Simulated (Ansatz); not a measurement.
Cost and result for the atomization energy of C2H2AlClS (7 atoms, 7 bonds).

```json
{"atom": "S1", "x (Å)": "0.591", "y (Å)": "-0.569", "z (Å)": "-1.690"}
{"atom": "C2", "x (Å)": "-0.170", "y (Å)": "0.066", "z (Å)": "-0.106"}
{"atom": "C3", "x (Å)": "-1.341", "y (Å)": "0.664", "z (Å)": "0.021"}
{"atom": "Al4", "x (Å)": "1.497", "y (Å)": "-0.701", "z (Å)": "0.222"}
{"atom": "Cl5", "x (Å)": "3.102", "y (Å)": "-1.302", "z (Å)": "1.374"}
{"atom": "H6", "x (Å)": "-1.678", "y (Å)": "0.991", "z (Å)": "1.000"}
{"atom": "H7", "x (Å)": "-2.001", "y (Å)": "0.851", "z (Å)": "-0.821"}
```

Charge 0, multiplicity 1. The bonds changed during the relaxation, so this is another structure than the one it started from. Geometry: relaxed with PBE0-D4/def2-TZVP. Program: Ansatz. All runs use 2 threads of an Intel Xeon 6975P-C on a shared host. Times are those of one run each, without the atoms' runs, and a repeat can differ threefold. Electronic energies, without spin–orbit coupling; frozen cores. CCSD(T)/CBS adds CCSD(T) − MP2 in def2-TZVPP to the MP2 limit, and its time is that of the two runs behind it. T1 = 0.014; the RHF reference is unstable towards UHF. B3LYP takes the VWN-RPA correlation (the form of Gaussian; ORCA's B3LYP/G).

CCSD(T)/CBS is a level of theory with its own doubt, some kJ/mol a heavy atom from the limit and from the frozen cores, so smaller differences don't rank the functionals.

```json
{"level": "BLYP-D4/def2-TZVPP", "functions": "216", "wall time": "1.9 s"}
{"level": "revPBE-D4/def2-TZVPP", "functions": "216", "wall time": "2.2 s"}
{"level": "CCSD(T)/def2-SVP", "functions": "92", "wall time": "2.4 s"}
{"level": "PBE0-D4/def2-TZVPP", "functions": "216", "wall time": "2.9 s"}
{"level": "PBE-D4/def2-TZVPP (with forces)", "functions": "216", "wall time": "3.1 s"}
{"level": "B2PLYP/def2-TZVPP", "functions": "216", "wall time": "4.1 s"}
{"level": "B3LYP-D4/def2-TZVPP (with forces)", "functions": "216", "wall time": "4.7 s"}
{"level": "r2SCANh-D4/def2-TZVPP", "functions": "216", "wall time": "4.9 s"}
{"level": "ωB97X-V/def2-TZVPP", "functions": "216", "wall time": "7.5 s"}
{"level": "ωB97M-V/def2-TZVPP (with forces)", "functions": "216", "wall time": "8 s"}
{"level": "MP2/def2-QZVPP", "functions": "384", "wall time": "16 s"}
{"level": "CCSD(T)/def2-TZVPP", "functions": "216", "wall time": "38 s"}
{"level": "CCSD(T)/CBS(def2)", "functions": "–", "wall time": "54 s"}
```

Problem. What atomization energy does each give, and how far from CCSD(T)/CBS? (An estimate is asked.)

Solution. Computed: 
```json
{"level": "BLYP-D4/def2-TZVPP", "atomization (kcal/mol)": "629.7", "difference from CCSD(T)/CBS": "-3.1", "per bond": "-0.4"}
{"level": "revPBE-D4/def2-TZVPP", "atomization (kcal/mol)": "637.4", "difference from CCSD(T)/CBS": "4.6", "per bond": "0.7"}
{"level": "CCSD(T)/def2-SVP", "atomization (kcal/mol)": "592.4", "difference from CCSD(T)/CBS": "-40.4", "per bond": "-5.8"}
{"level": "PBE0-D4/def2-TZVPP", "atomization (kcal/mol)": "640.8", "difference from CCSD(T)/CBS": "8.0", "per bond": "1.1"}
{"level": "PBE-D4/def2-TZVPP (with forces)", "atomization (kcal/mol)": "655.9", "difference from CCSD(T)/CBS": "23.1", "per bond": "3.3"}
{"level": "B2PLYP/def2-TZVPP", "atomization (kcal/mol)": "624.0", "difference from CCSD(T)/CBS": "-8.8", "per bond": "-1.3"}
{"level": "B3LYP-D4/def2-TZVPP (with forces)", "atomization (kcal/mol)": "628.1", "difference from CCSD(T)/CBS": "-4.7", "per bond": "-0.7"}
{"level": "r2SCANh-D4/def2-TZVPP", "atomization (kcal/mol)": "637.2", "difference from CCSD(T)/CBS": "4.4", "per bond": "0.6"}
{"level": "ωB97X-V/def2-TZVPP", "atomization (kcal/mol)": "634.2", "difference from CCSD(T)/CBS": "1.4", "per bond": "0.2"}
{"level": "ωB97M-V/def2-TZVPP (with forces)", "atomization (kcal/mol)": "636.6", "difference from CCSD(T)/CBS": "3.8", "per bond": "0.5"}
{"level": "MP2/def2-QZVPP", "atomization (kcal/mol)": "647.4", "difference from CCSD(T)/CBS": "14.6", "per bond": "2.1"}
{"level": "CCSD(T)/def2-TZVPP", "atomization (kcal/mol)": "612.3", "difference from CCSD(T)/CBS": "-20.5", "per bond": "-2.9"}
{"level": "CCSD(T)/CBS(def2)", "atomization (kcal/mol)": "632.8", "difference from CCSD(T)/CBS": "0.0", "per bond": "0.0"}
```

From BLYP to BHLYP (50 % exact exchange), in def2-TZVPP and without D4, the atomization energy moves by −20.0 kcal/mol: exact exchange takes away binding that semilocal exchange gives to molecules. At CCSD(T), def2-SVP lies −40.4 kcal/mol from the extrapolated value and def2-TZVPP −20.5 kcal/mol: correlation converges slowly with the basis, and small sets miss more of it in the bonded molecule than in its fragments. Leaving LDA and LC-ωPBE aside and taking each functional with its dispersion term where it has one, the values, not all of them listed here, spread over 49.7 kcal/mol, from BHLYP-D4 to PBE-D4. LDA lies +83.8 kcal/mol from PBE without D4, its usual overbinding.
